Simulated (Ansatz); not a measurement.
Calculation: Ansatz (a quantum-chemistry and plane-wave program) with PBE0-D3(BJ)/def2-TZVP. No frequencies were computed at this level.

Ansatz 0.2 input:
```yaml
crystal:
  periodic: [false, false, false]
  atoms:
    - { symbol: C, position_ang: [1.942442, -0.579094, 0.012597] }
    - { symbol: Si, position_ang: [0.503175, 0.244045, -0.567364] }
    - { symbol: Si, position_ang: [-1.606404, 0.250103, 0.324387] }
    - { symbol: H, position_ang: [1.93645, -1.196191, 0.896081] }
    - { symbol: H, position_ang: [2.895961, -0.517385, -0.484632] }
    - { symbol: H, position_ang: [0.647927, 1.051505, -1.788589] }
    - { symbol: H, position_ang: [-1.956901, -1.068763, 0.857361] }
    - { symbol: H, position_ang: [-1.72692, 1.221583, 1.418816] }
    - { symbol: H, position_ang: [-2.63573, 0.594195, -0.668658] }
basis:
  gaussian: { orbitals: def2-tzvp }
hamiltonian:
  xc: pbe0
  dispersion: d3bj
relax:
  max_steps: 150
```

Output:

```
Functional definition: PBE0
980 factors; their error is unknown
mean field evaluation 1: about -16872.2104 eV, gradient 5.8e1 eV
mean field evaluation 2: about -16851.0637 eV, gradient 8.8e1 eV
mean field evaluation 4: about -16880.8940 eV, gradient 4.6e0 eV
mean field evaluation 8: about -16880.9639 eV, gradient 1.7e-1 eV
mean field evaluation 16: about -16881.0268 eV, gradient 2.2e-4 eV
mean field -16881.02675603 eV, -620.3662909133 hartree, gradient 2.3e-5 eV, S^2 0.000000; 0 other end points of the search recorded, 0 dependent functions left out
reference -16881.02678977 eV, -620.3662921530 hartree; 20, 20 occupied and 121, 121 virtual orbitals, 980 factors
relax step   1: F+E_penalty+E_count = -16881.19526263 eV  Δ(F+E_penalty+E_count) = +0.000e0 eV  max|allowed force component| = 1.630e0 eV/Å  Δτ_max = 0.0000 Å  (27 SCF iters, accepted)
these checks for a lower state are left out or cut short: starts, cluster_reference, orbital_swaps, neighbouring_geometries, increment
980 factors; their error is unknown
mean field -16881.08707332 eV, -620.3685075329 hartree, gradient 2.1e-5 eV, S^2 0.000000; 0 other end points of the search recorded, 0 dependent functions left out
reference -16881.08710701 eV, -620.3685087708 hartree; 20, 20 occupied and 121, 121 virtual orbitals, 980 factors
relax step   2: F+E_penalty+E_count = -16881.25744718 eV  Δ(F+E_penalty+E_count) = -6.218e-2 eV  max|allowed force component| = 6.370e-1 eV/Å  Δτ_max = 0.1616 Å  (28 SCF iters, accepted)
these checks for a lower state are left out or cut short: starts, cluster_reference, orbital_swaps, neighbouring_geometries, increment
980 factors; their error is unknown
mean field evaluation 32: about -16881.0867 eV, gradient 2.4e-5 eV
mean field -16881.08667150 eV, -620.3684927661 hartree, gradient 2.4e-5 eV, S^2 0.000000; 0 other end points of the search recorded, 0 dependent functions left out
reference -16881.08670533 eV, -620.3684940093 hartree; 20, 20 occupied and 121, 121 virtual orbitals, 980 factors
relax step   3: F+E_penalty+E_count = -16881.25665632 eV  Δ(F+E_penalty+E_count) = +7.909e-4 eV  max|allowed force component| = 6.273e-1 eV/Å  Δτ_max = 0.0972 Å  (28 SCF iters, rejected (line search))
these checks for a lower state are left out or cut short: starts, cluster_reference, orbital_swaps, neighbouring_geometries, increment
980 factors; their error is unknown
mean field -16881.11572915 eV, -620.3695606151 hartree, gradient 1.7e-5 eV, S^2 0.000000; 0 other end points of the search recorded, 0 dependent functions left out
reference -16881.11576272 eV, -620.3695618488 hartree; 20, 20 occupied and 121, 121 virtual orbitals, 980 factors
relax step   4: F+E_penalty+E_count = -16881.28603718 eV  Δ(F+E_penalty+E_count) = -2.859e-2 eV  max|allowed force component| = 1.700e-1 eV/Å  Δτ_max = 0.0486 Å  (30 SCF iters, accepted)
these checks for a lower state are left out or cut short: starts, cluster_reference, orbital_swaps, neighbouring_geometries, increment
980 factors; their error is unknown
mean field -16881.12448832 eV, -620.3698825085 hartree, gradient 1.7e-5 eV, S^2 0.000000; 0 other end points of the search recorded, 0 dependent functions left out
reference -16881.12452191 eV, -620.3698837432 hartree; 20, 20 occupied and 121, 121 virtual orbitals, 980 factors
relax step   5: F+E_penalty+E_count = -16881.29466754 eV  Δ(F+E_penalty+E_count) = -8.630e-3 eV  max|allowed force component| = 3.671e-2 eV/Å  Δτ_max = 0.1000 Å  (29 SCF iters, accepted)
these checks for a lower state are left out or cut short: starts, cluster_reference, orbital_swaps, neighbouring_geometries, increment
980 factors; their error is unknown
mean field -16881.12745864 eV, -620.3699916659 hartree, gradient 1.9e-5 eV, S^2 0.000000; 0 other end points of the search recorded, 0 dependent functions left out
reference -16881.12749239 eV, -620.3699929063 hartree; 20, 20 occupied and 121, 121 virtual orbitals, 980 factors
relax step   6: F+E_penalty+E_count = -16881.29766721 eV  Δ(F+E_penalty+E_count) = -3.000e-3 eV  max|allowed force component| = 1.383e-1 eV/Å  Δτ_max = 0.0941 Å  (29 SCF iters, accepted)
these checks for a lower state are left out or cut short: starts, cluster_reference, orbital_swaps, neighbouring_geometries, increment
980 factors; their error is unknown
mean field -16881.13008938 eV, -620.3700883437 hartree, gradient 1.5e-5 eV, S^2 0.000000; 0 other end points of the search recorded, 0 dependent functions left out
reference -16881.13012317 eV, -620.3700895854 hartree; 20, 20 occupied and 121, 121 virtual orbitals, 980 factors
relax step   7: F+E_penalty+E_count = -16881.30041660 eV  Δ(F+E_penalty+E_count) = -2.749e-3 eV  max|allowed force component| = 1.563e-1 eV/Å  Δτ_max = 0.0408 Å  (29 SCF iters, accepted)
these checks for a lower state are left out or cut short: starts, cluster_reference, orbital_swaps, neighbouring_geometries, increment
980 factors; their error is unknown
mean field evaluation 64: about -16881.1342 eV, gradient 1.7e-4 eV
mean field -16881.13422411 eV, -620.3702402923 hartree, gradient 2.1e-5 eV, S^2 0.000000; 0 other end points of the search recorded, 0 dependent functions left out
reference -16881.13425789 eV, -620.3702415335 hartree; 20, 20 occupied and 121, 121 virtual orbitals, 980 factors
relax step   8: F+E_penalty+E_count = -16881.30489269 eV  Δ(F+E_penalty+E_count) = -4.476e-3 eV  max|allowed force component| = 1.766e-1 eV/Å  Δτ_max = 0.1125 Å  (28 SCF iters, accepted)
these checks for a lower state are left out or cut short: starts, cluster_reference, orbital_swaps, neighbouring_geometries, increment
980 factors; their error is unknown
mean field -16881.13673495 eV, -620.3703325640 hartree, gradient 1.5e-5 eV, S^2 0.000000; 0 other end points of the search recorded, 0 dependent functions left out
reference -16881.13676864 eV, -620.3703338022 hartree; 20, 20 occupied and 121, 121 virtual orbitals, 980 factors
relax step   9: F+E_penalty+E_count = -16881.30751370 eV  Δ(F+E_penalty+E_count) = -2.621e-3 eV  max|allowed force component| = 1.144e-1 eV/Å  Δτ_max = 0.0443 Å  (30 SCF iters, accepted)
these checks for a lower state are left out or cut short: starts, cluster_reference, orbital_swaps, neighbouring_geometries, increment
980 factors; their error is unknown
mean field -16881.13796769 eV, -620.3703778662 hartree, gradient 1.7e-5 eV, S^2 0.000000; 0 other end points of the search recorded, 0 dependent functions left out
reference -16881.13800126 eV, -620.3703790998 hartree; 20, 20 occupied and 121, 121 virtual orbitals, 980 factors
relax step  10: F+E_penalty+E_count = -16881.30883593 eV  Δ(F+E_penalty+E_count) = -1.322e-3 eV  max|allowed force component| = 1.087e-1 eV/Å  Δτ_max = 0.0933 Å  (29 SCF iters, accepted)
these checks for a lower state are left out or cut short: starts, cluster_reference, orbital_swaps, neighbouring_geometries, increment
980 factors; their error is unknown
mean field -16881.13830002 eV, -620.3703900793 hartree, gradient 1.8e-5 eV, S^2 0.000000; 0 other end points of the search recorded, 0 dependent functions left out
reference -16881.13833363 eV, -620.3703913142 hartree; 20, 20 occupied and 121, 121 virtual orbitals, 980 factors
relax step  11: F+E_penalty+E_count = -16881.30918681 eV  Δ(F+E_penalty+E_count) = -3.509e-4 eV  max|allowed force component| = 1.278e-1 eV/Å  Δτ_max = 0.0675 Å  (28 SCF iters, accepted)
these checks for a lower state are left out or cut short: starts, cluster_reference, orbital_swaps, neighbouring_geometries, increment
980 factors; their error is unknown
mean field -16881.14087848 eV, -620.3704848360 hartree, gradient 1.6e-5 eV, S^2 0.000000; 0 other end points of the search recorded, 0 dependent functions left out
reference -16881.14091206 eV, -620.3704860698 hartree; 20, 20 occupied and 121, 121 virtual orbitals, 980 factors
relax step  12: F+E_penalty+E_count = -16881.31181729 eV  Δ(F+E_penalty+E_count) = -2.630e-3 eV  max|allowed force component| = 1.444e-2 eV/Å  Δτ_max = 0.0148 Å  (29 SCF iters, accepted)
these checks for a lower state are left out or cut short: starts, cluster_reference, orbital_swaps, neighbouring_geometries, increment
980 factors; their error is unknown
mean field evaluation 96: about -16881.0786 eV, gradient 2.6e-1 eV
mean field -16881.14085483 eV, -620.3704839666 hartree, gradient 1.5e-5 eV, S^2 0.000000; 0 other end points of the search recorded, 0 dependent functions left out
reference -16881.14088840 eV, -620.3704852004 hartree; 20, 20 occupied and 121, 121 virtual orbitals, 980 factors
relax step  13: F+E_penalty+E_count = -16881.31184319 eV  Δ(F+E_penalty+E_count) = -2.590e-5 eV  max|allowed force component| = 3.739e-3 eV/Å  Δτ_max = 0.0043 Å  (22 SCF iters, accepted)
980 factors; their error is unknown
mean field -16881.14085483 eV, -620.3704839666 hartree, gradient 1.7e-5 eV, S^2 0.000000; 1 other end points of the search recorded, 0 dependent functions left out
reference -16881.14088840 eV, -620.3704852004 hartree; 20, 20 occupied and 121, 121 virtual orbitals, 980 factors
Total energy: -16881.31187676 eV, -620.3767689069 hartree
Atom 0 at     1.804101    -0.678835    -0.091773 Å, force    -0.003739     0.001587    -0.000173 eV/Å
Atom 1 at     0.567874     0.411263    -0.536086 Å, force     0.002358     0.001504    -0.001758 eV/Å
Atom 2 at    -1.569220     0.250686     0.355174 Å, force    -0.003287    -0.000846     0.002193 eV/Å
Atom 3 at     1.627110    -1.478413     0.618938 Å, force     0.001970    -0.000774    -0.000318 eV/Å
Atom 4 at     2.810350    -0.625550    -0.492379 Å, force     0.001869    -0.001005    -0.000059 eV/Å
Atom 5 at     0.852234     1.492036    -1.512723 Å, force     0.001215    -0.000605     0.000320 eV/Å
Atom 6 at    -1.591091    -0.905930     1.286895 Å, force    -0.000216    -0.000235     0.000510 eV/Å
Atom 7 at    -1.926800     1.491490     1.092741 Å, force    -0.000329     0.000425    -0.000385 eV/Å
Atom 8 at    -2.574558     0.043250    -0.720788 Å, force     0.000159    -0.000051    -0.000331 eV/Å
Dipole moment:    -0.126281     0.075593    -0.016423 e Å
```

Cost: about 50 core-seconds (a rough figure).
